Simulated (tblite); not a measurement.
Parent: `[CH3:1][CH:2]([CH3:3])[CH2:4]/[P:5]=[P:6]\[C:7]([F:8])([F:9])[F:10]` with C1–C2–C4–P5 -172°, C2–C4–P5–P6 -173°, C5H9F3P2.

Structures optimised with GFN2-xTB, isolated species. One conformer each, not checked by frequencies here.

```
coordinate of the parent    value
                   C1–C2  1.527 Å
                   C2–C3  1.524 Å
                   C2–C4  1.531 Å
                   C4–P5  1.869 Å
                   P5=P6  2.033 Å
                   P6–C7  1.905 Å
                   C7–F8  1.346 Å
                   C7–F9  1.346 Å
                  C7–F10  1.336 Å
                C1–C2–C3   110.6°
                C1–C2–C4   109.5°
                C3–C2–C4   110.4°
                C2–C4–P5   110.8°
                C4–P5–P6   109.1°
                P5–P6–C7   106.3°
                P6–C7–F8   113.7°
                P6–C7–F9   113.4°
               P6–C7–F10   110.0°
                F8–C7–F9   106.6°
               F8–C7–F10   106.4°
               F9–C7–F10   106.4°
```

**Question.** How does the shared frame change in `[F:1][C:2]([F:3])([F:4])/[P:5]=[P:6]\[CH2:7][PH2:8]` with P5–P6–C7–P8 -105°, P6–C7–P8–H 83° and 176°, C2H4F3P3? Atoms pair as C4 = C7, P5 = P6, P6 = P5, C7 = C2, F8 = F3, F9 = F1, F10 = F4 (parent first).

**Answer.** 
```json
{"parent": "C4–P5", "relative": "C7–P6", "value in the relative": "1.862 Å", "change": "-0.007"}
{"parent": "P5=P6", "relative": "P6=P5", "value in the relative": "2.034 Å", "change": "+0.001"}
{"parent": "P6–C7", "relative": "P5–C2", "value in the relative": "1.909 Å", "change": "+0.004"}
{"parent": "C7–F8", "relative": "C2–F3", "value in the relative": "1.346 Å", "change": "0.000"}
{"parent": "C7–F9", "relative": "C2–F1", "value in the relative": "1.346 Å", "change": "0.000"}
{"parent": "C7–F10", "relative": "C2–F4", "value in the relative": "1.335 Å", "change": "-0.001"}
{"parent": "C4–P5–P6", "relative": "C7–P6–P5", "value in the relative": "110.8°", "change": "+1.7"}
{"parent": "P5–P6–C7", "relative": "P6–P5–C2", "value in the relative": "106.6°", "change": "+0.3"}
{"parent": "P6–C7–F8", "relative": "P5–C2–F3", "value in the relative": "114.1°", "change": "+0.4"}
{"parent": "P6–C7–F9", "relative": "P5–C2–F1", "value in the relative": "113.0°", "change": "-0.4"}
{"parent": "P6–C7–F10", "relative": "P5–C2–F4", "value in the relative": "109.9°", "change": "-0.1"}
{"parent": "F8–C7–F9", "relative": "F3–C2–F1", "value in the relative": "106.4°", "change": "-0.2"}
{"parent": "F8–C7–F10", "relative": "F3–C2–F4", "value in the relative": "106.4°", "change": "0.0"}
{"parent": "F9–C7–F10", "relative": "F1–C2–F4", "value in the relative": "106.5°", "change": "+0.1"}
```

Of the parent's bonds, C4–P5 changes most (-0.007 Å). Bonds of the relative outside the shared frame: C7–P8 1.881 Å. Point group C1 → C1.

**Question.** How does the shared frame change in `[F:1][C:2]([F:3])([F:4])/[P:5]=[P:6]\[n:7]1[cH:8][cH:9][cH:10][cH:11]1` with P5–P6–N7–C8 48°, C5H4F3NP2? Atoms pair as P5 = P6, P6 = P5, C7 = C2, F8 = F1, F9 = F4, F10 = F3 (parent first).

**Answer.** 
```tsv
parent	relative	value in the relative	change
P5=P6	P6=P5	2.047 Å	+0.014
P6–C7	P5–C2	1.903 Å	-0.002
C7–F8	C2–F1	1.341 Å	-0.005
C7–F9	C2–F4	1.340 Å	-0.006
C7–F10	C2–F3	1.340 Å	+0.004
P5–P6–C7	P6–P5–C2	107.3°	+1.0
P6–C7–F8	P5–C2–F1	115.6°	+1.9
P6–C7–F9	P5–C2–F4	113.5°	+0.1
P6–C7–F10	P5–C2–F3	107.2°	-2.8
F8–C7–F9	F1–C2–F4	107.3°	+0.7
F8–C7–F10	F1–C2–F3	106.1°	-0.3
F9–C7–F10	F4–C2–F3	106.7°	+0.3
```

Of the parent's bonds, P5–P6 changes most (+0.014 Å). Bonds of the relative outside the shared frame: P6–N7 1.703, N7–C8 1.378, C8–C9 1.357, C9–C10 1.420, C10–C11 1.357, N7–C11 1.380 Å. Point group C1 → C1.

The numbers are calculated, not measured.
